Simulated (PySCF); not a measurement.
Fractional electron number in B⁺ (boron, charge +1)

The 2s beta orbital of [He] 2s2 is emptied in steps (occupation f), with all orbitals relaxed, ending at [He] 2s1. Calculation: PySCF 2.14, in def2-SVP; the non-relativistic Hamiltonian (point nucleus). The exact energy is a straight line in f; departures are measured from the line between the end points of the same method.

```json
{"f": "1", "UHF (eV)": "0.000", "LDA (eV)": "0.000", "PBE (eV)": "0.000", "PBE0 (eV)": "0.000", "LC-wPBE (eV)": "0.000", "BHandHLYP (eV)": "0.000", "MN15 (eV)": "0.000", "HSE06 (eV)": "0.000"}
{"f": "0.9", "UHF (eV)": "0.024", "LDA (eV)": "-0.462", "PBE (eV)": "-0.459", "PBE0 (eV)": "-0.341", "LC-wPBE (eV)": "-0.083", "BHandHLYP (eV)": "-0.239", "MN15 (eV)": "-0.297", "HSE06 (eV)": "-0.378"}
{"f": "0.7", "UHF (eV)": "0.052", "LDA (eV)": "-1.070", "PBE (eV)": "-1.064", "PBE0 (eV)": "-0.790", "LC-wPBE (eV)": "-0.193", "BHandHLYP (eV)": "-0.562", "MN15 (eV)": "-0.684", "HSE06 (eV)": "-0.878"}
{"f": "0.5", "UHF (eV)": "0.059", "LDA (eV)": "-1.260", "PBE (eV)": "-1.252", "PBE0 (eV)": "-0.930", "LC-wPBE (eV)": "-0.227", "BHandHLYP (eV)": "-0.678", "MN15 (eV)": "-0.800", "HSE06 (eV)": "-1.036"}
{"f": "0.3", "UHF (eV)": "0.047", "LDA (eV)": "-1.041", "PBE (eV)": "-1.032", "PBE0 (eV)": "-0.768", "LC-wPBE (eV)": "-0.192", "BHandHLYP (eV)": "-0.580", "MN15 (eV)": "-0.649", "HSE06 (eV)": "-0.856"}
{"f": "0.1", "UHF (eV)": "0.019", "LDA (eV)": "-0.433", "PBE (eV)": "-0.420", "PBE0 (eV)": "-0.314", "LC-wPBE (eV)": "-0.084", "BHandHLYP (eV)": "-0.254", "MN15 (eV)": "-0.225", "HSE06 (eV)": "-0.349"}
{"f": "0", "UHF (eV)": "0.000", "LDA (eV)": "0.000", "PBE (eV)": "0.000", "PBE0 (eV)": "0.000", "LC-wPBE (eV)": "0.000", "BHandHLYP (eV)": "0.000", "MN15 (eV)": "0.000", "HSE06 (eV)": "0.000"}
```

```tsv
method	E(f=0) − E(f=1) (eV)	−ε at f=1 (eV)	−ε at f=0.5 (eV)
UHF	23.260	23.533	23.244
LDA	24.395	19.254	24.480
PBE	24.503	19.386	24.594
PBE0	24.441	20.640	24.504
LC-wPBE	24.582	23.650	24.587
BHandHLYP	24.433	21.789	24.382
MN15	24.389	21.078	24.478
HSE06	24.437	20.222	24.497
```

Orbital energy along the path (eV):

| f | UHF | LDA | PBE | PBE0 | LC-wPBE | BHandHLYP | MN15 | HSE06 |
| --- | --- | --- | --- | --- | --- | --- | --- | --- |
| 1 | -23.533 | -19.254 | -19.386 | -20.640 | -23.650 | -21.789 | -21.078 | -20.222 |
| 0.9 | -23.464 | -20.302 | -20.433 | -21.418 | -23.844 | -22.302 | -21.768 | -21.080 |
| 0.7 | -23.344 | -22.402 | -22.527 | -22.972 | -24.226 | -23.334 | -23.136 | -22.798 |
| 0.5 | -23.244 | -24.480 | -24.594 | -24.504 | -24.587 | -24.382 | -24.478 | -24.497 |
| 0.3 | -23.159 | -26.488 | -26.599 | -25.993 | -24.933 | -25.473 | -25.816 | -26.165 |
| 0.1 | -23.087 | -28.355 | -28.489 | -27.414 | -25.339 | -26.683 | -27.140 | -27.745 |
| 0 | -23.056 | -28.733 | -27.178 | -26.244 | -24.879 | -27.041 | -22.258 | -26.533 |

As f goes to zero the orbital energy of a semilocal functional can turn back, because the density of that orbital vanishes from the exchange-correlation potential.

Reference removal energy between the ground levels: 25.155 eV (measured; NIST Atomic Spectra Database, ionization energies). UHF lacks correlation.
